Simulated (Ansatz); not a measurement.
Ansatz (an electronic-structure program) input:

Ansatz 0.2 input:
```yaml
crystal:
  periodic: [false, false, false]
  atoms:
    - {symbol: Ge, position_ang: [0.00040522, -0.00202303, 0.78345312]}
    - {symbol: Cl, position_ang: [1.18921371, 1.36574987, -0.73446121]}
    - {symbol: Cl, position_ang: [-1.18997648, -1.36194181, -0.74027408]}
basis:
  gaussian:
    orbitals: STO-3G
total_charge: -1
magnetization: {spin_polarized: true, initial_magnetization: 1}
correlation: {method: ccsd_t, electrons: outside_noble_gas}
```

Q: What final total energy does it print?

A: -2960.94894 Eh (CCSD(T)/STO-3G). The basis has 36 functions.
